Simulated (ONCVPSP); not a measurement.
## Scattering properties, ONCV potential for Sr (Z = 38)

* Element: Sr (Z = 38)
* Generator: ONCVPSP 4.0.1
* Type: optimised norm-conserving Vanderbilt (ONCV)
* Functional: PBE
* Relativity: scalar-relativistic
* Frozen core: [Ar] 3d10 4s2
* Valence charge: 8
* Reference configuration: 4p6 4d0.5 5s1.5
* Partial waves: 5s: rc 3.10 bohr, ncon 4, nbas 9, qcut 2.1 1/bohr, 1 projector; 4p: rc 1.75 bohr, ncon 5, nbas 9, qcut 5.6 1/bohr, 2 projectors, debl 2.5 Ha; 4d: rc 2.60 bohr, ncon 3, nbas 6, qcut 4 1/bohr, 1 projector
* Local potential: polynomial inside 1.25 bohr (lpopt 5, dvloc0 0 Ha)
* Core correction: none

The phase is arctan(r·R′/R) of the radial function R(r), unwrapped; energies in Ha, scanned from -2 to 5 Ha. A pole is an energy at which the radial function vanishes at the test radius. The pseudo phase is shifted by a multiple of π to meet the all-electron one at the reference energy, and phase errors are pseudo minus all-electron; the curves can meet again beyond the range given. Levels narrower than the energy grid can be missing from the lists of poles.

Question: For each channel, where are the poles, and over which energies does the pseudopotential scatter like the atom?

Answer:

```
channel  radius (bohr)  reference energy (Ha)  poles, all-electron     poles, pseudo  unbroken range about the reference energy with phases within 0.05 rad  phase error 1 Ha above the reference energy (rad)
      s           3.14                  -0.12    -1.46, 0.97, 4.27  0.32, 1.35, 4.59                                                            -1.2 to 0.1                                             -3.045
      p           1.78                  -0.82                 0.46              0.46                                                        the whole range                                             -0.000
      d           2.64                  -0.04           0.52, 3.65        0.54, 4.64                                                              below 1.1                                             +0.031
```

Note: ghosts flagged at negative energy: s at -141.8 eV; GHOST(+) flagged for s at 9.3 eV. A true bound ghost makes a file unfit for plane-wave use.

Phases in the p channel:

```
E (Ha)  all-electron  pseudo
 -1.98         0.676   0.676
 -1.80         0.460   0.460
 -1.62         0.152   0.151
 -1.44        -0.231  -0.232
 -1.26        -0.599  -0.599
 -1.08        -0.880  -0.880
 -0.90        -1.074  -1.074
 -0.72        -1.209  -1.209
 -0.54        -1.306  -1.306
 -0.36        -1.378  -1.378
 -0.18        -1.435  -1.435
  0.00        -1.481  -1.481
  0.18        -1.520  -1.520
  0.36        -1.554  -1.554
  0.54        -1.584  -1.584
  0.72        -1.612  -1.612
  0.90        -1.638  -1.638
  1.08        -1.664  -1.664
  1.26        -1.690  -1.690
  1.44        -1.716  -1.716
  1.62        -1.745  -1.745
  1.80        -1.775  -1.775
  1.98        -1.810  -1.810
  2.16        -1.849  -1.849
  2.34        -1.896  -1.896
  2.52        -1.953  -1.954
  2.70        -2.026  -2.027
  2.88        -2.123  -2.125
  3.06        -2.257  -2.261
  3.24        -2.448  -2.456
  3.42        -2.718  -2.733
  3.60        -3.070  -3.094
  3.78        -3.441  -3.469
  3.96        -3.748  -3.774
  4.14        -3.968  -3.991
  4.32        -4.121  -4.141
  4.50        -4.229  -4.247
  4.68        -4.309  -4.325
  4.86        -4.369  -4.384
```
